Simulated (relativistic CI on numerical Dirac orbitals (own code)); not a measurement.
Cr4+: L2,3 absorption edge

Computed with this model: Dirac-Coulomb-Breit CI, separate exchange-only KLI orbitals for each configuration, model QED (radiative potential, 1s self-energy scaled to tabulated hydrogen-like ionisation energies), valence Slater integrals scaled by 0.9, multiplet model of core-to-valence dipole absorption; configurations [Ar] 3d2 → [He] 2s2 2p5 3s2 3p6 3d3; 10 K; Lorentzian 0.4 eV and Gaussian 0.3 eV FWHM. Energies are those of the free ion, without screening or charge transfer. The branching ratio is the share of the lower-energy edge in the whole absorption, uncertain by about 0.02 where the edges overlap. S is read from ⟨S²⟩ = S(S + 1).

Field parameters in Wybourne normalisation: D4h B²₀ = −7Ds, B⁴₀ = 21(Dq − Dt), B⁴₄ = 21√(5/14) Dq. The field is a parameter set, without covalency.

free ion: ground-state S = 1.00, centroid 587.71 eV. Peaks (eV, height): 580.1 (7), 583.7 (100), 585.0 (36), 586.0 (50), 587.3 (15), 589.2 (58), 590.6 (23), 592.6 (30), 593.5 (47), 594.3 (18), 594.9 (9).

D4h, 10Dq = 31050, Ds = -1500, Dt = 500 cm⁻¹: ground-state S = 1.00, centroid 588.55 eV. Peaks (eV, height): 578.7 (8), 579.3 (9), 580.2 (14), 581.3 (31), 582.9 (34), 585.1 (100), 586.9 (56), 587.9 (37), 588.9 (28), 590.4 (37), 592.0 (83), 593.9 (67), 594.8 (75), 596.4 (10).

D4h, 10Dq = 31050, Ds = -210, Dt = 500 cm⁻¹: ground-state S = 1.00, centroid 588.53 eV. Peaks (eV, height): 578.5 (8), 579.2 (9), 581.1 (31), 581.8 (30), 582.7 (38), 585.0 (100), 586.7 (60), 587.7 (37), 588.9 (33), 590.3 (40), 591.9 (79), 593.8 (63), 594.8 (84).

D4h, 10Dq = 31050, Ds = 430, Dt = 500 cm⁻¹: ground-state S = 1.00, centroid 588.52 eV. Peaks (eV, height): 578.5 (9), 579.1 (10), 581.0 (35), 581.7 (31), 582.7 (44), 585.0 (100), 586.7 (65), 588.9 (37), 590.2 (45), 591.9 (80), 593.8 (67), 594.8 (90), 596.6 (14).

D4h, 10Dq = 31050, Ds = 1070, Dt = 500 cm⁻¹: ground-state S = 1.00, centroid 588.56 eV. Peaks (eV, height): 578.4 (9), 579.0 (9), 581.1 (44), 583.0 (27), 585.1 (100), 586.4 (59), 587.0 (56), 588.7 (26), 590.4 (31), 591.9 (92), 593.7 (74), 594.5 (73).

D4h, 10Dq = 31050, Ds = 1710, Dt = 500 cm⁻¹: ground-state S = 1.00, centroid 588.70 eV. Peaks (eV, height): 578.6 (10), 579.2 (8), 581.2 (41), 582.8 (26), 584.7 (95), 585.2 (99), 586.3 (63), 587.2 (47), 587.8 (41), 588.2 (42), 590.3 (36), 592.0 (100), 593.8 (79), 594.5 (87), 596.2 (11).

Strongest unbroadened transitions for D4h, 10Dq = 31050, Ds = 1070, Dt = 500 cm⁻¹:

| Energy (eV) | Relative strength |
| --- | --- |
| 581.16 | 54.5 |
| 583.82 | 24.0 |
| 584.54 | 38.0 |
| 584.64 | 73.0 |
| 584.92 | 31.1 |
| 585.15 | 62.8 |
| 585.37 | 56.7 |
| 585.47 | 27.6 |
| 586.34 | 54.4 |
| 587.12 | 47.5 |
| 591.82 | 60.3 |
| 591.95 | 100.0 |
| 592.31 | 43.9 |
| 593.72 | 77.7 |
| 594.30 | 59.4 |
| 594.57 | 54.5 |
| 594.90 | 31.7 |
| 595.18 | 35.6 |
